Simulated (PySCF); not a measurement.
Screening by computed properties: pick the candidate that meets the target.

All species are isolated and taken at one optimised geometry, non-relativistic unless stated. Electronic properties by PySCF.

The conformers computed, where there is a choice (atom-mapped SMILES and torsion angles):
- `[CH2:1]=[C:2]([F:3])[C:4](=[O:5])[CH:6][SiH2:7][OH:8]`: C1–C2–C4–O5 4°, C2–C4–C6–Si7 179°, C4–C6–Si7–O8 1°, H–O8–Si7–C6 0°
- `[NH2:1][Si@@H:2]1[CH:3]=[C:4]([Cl:5])[Si:6]1[Cl:7]`: H–N1–Si2–C3 -176°, H–N1–Si2–C3 42°
- `[CH3:1][CH:2][O:3][C:4](=[O:5])[CH2:6][O:7][SiH3:8]`: C1–C2–O3–C4 180°, C2–O3–C4–O5 0°, O3–C4–C6–O7 180°, C4–C6–O7–Si8 180°
- `[CH2:1]=[C:2]([F:3])[C:4](=[O:5])[CH2:6][SiH:7][OH:8]`: C1–C2–C4–O5 -9°, C2–C4–C6–Si7 81°, C4–C6–Si7–O8 -89°, H–O8–Si7–C6 33°
- `[H]/[C:1]=[C:2](/[F:3])[C:4](=[O:5])[CH2:6][SiH2:7][OH:8]`: C1–C2–C4–O5 19°, C2–C4–C6–Si7 -102°, C4–C6–Si7–O8 -50°, H–O8–Si7–C6 20°

Question: Wanted: isotropic g value between 2.0025 and 2.004 (unrestricted B3LYP/pcH-1, mean-field spin–orbit) and smallest rotational constant above 0.7 GHz (GFN2-xTB), at GFN2-xTB geometries. Which candidate meets both?
A. `C[CH]OC(=O)CO[SiH3]` [radical]
B. `[H]/[C]=C(/F)C(=O)C[SiH2]O` [radical]
C. `N[Si@@H]1C=C(Cl)[Si]1Cl` [radical]
D. `O[SiH2][CH]C(=O)C(F)=C` [radical]
E. `C=C(F)C(=O)C[SiH]O` [radical]
F. `[SiH3]C1=[C]CC1` [radical]

Answer: E. Computed values:
```csv
species,isotropic g value,smallest rotational constant
[SiH3]C1=[C]CC1 [radical],2.00201,2.067 GHz
[H]/[C]=C(/F)C(=O)C[SiH2]O [radical],2.00212,0.964 GHz
C[CH]OC(=O)CO[SiH3] [radical],2.00282,0.556 GHz
C=C(F)C(=O)C[SiH]O [radical],2.00304,1.031 GHz
O[SiH2][CH]C(=O)C(F)=C [radical],2.00473,0.756 GHz
N[Si@@H]1C=C(Cl)[Si]1Cl [radical],2.00564,0.614 GHz
```
